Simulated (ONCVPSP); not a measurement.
Transferability test, ONCV potential for manganese

| Item | Value |
| --- | --- |
| Element | manganese (Mn) |
| Generator | ONCVPSP 4.0.1 |
| Type | optimised norm-conserving Vanderbilt (ONCV) |
| Functional | LDA (Perdew-Wang 92) |
| Relativity | scalar-relativistic |
| Frozen core | [Ne] |
| Valence charge | 15 |
| Reference configuration | 3s2 3p6 3d5 4s1.5 (charge +0.5) |
| Partial waves | 3s+4s: rc 1.20 bohr, ncon 3, nbas 7, qcut 11.1 1/bohr, 2 projectors; 3p: rc 1.35 bohr, ncon 4, nbas 7, qcut 12.6 1/bohr, 1 projector; 3d: rc 1.10 bohr, ncon 4, nbas 9, qcut 14.5 1/bohr, 3 projectors, debl 2.4 Ha |
| Local potential | polynomial inside 0.80 bohr (lpopt 5, dvloc0 1 Ha) |
| Core correction | Teter function, fcfact 5, rcfact 1.2 |

Energies are relative to the spin-unpolarised reference configuration 3s2 3p6 3d5 4s1.5; without spin polarisation the order of configurations can differ from experiment.

| valence configuration | charge | ΔE all-electron (eV) | error AE − PS (meV) |
| --- | --- | --- | --- |
| 3s2 3p6 3d5 4s2 | 0 | -3.462 | +0.3 |
| 3s2 3p6 3d6 4s1 | 0 | -3.867 | +2.0 |

(1) What are ΔE and the potential's error for 3s2 3p6 3d5 4s1?

(2) What are ΔE and the potential's error for 3s2 3p6 3d5 4s0?

Results:

(1) ΔE = 5.185 eV all-electron; the error (AE − PS) is -0.2 meV.

(2) ΔE = 21.055 eV all-electron; the error (AE − PS) is -0.1 meV.
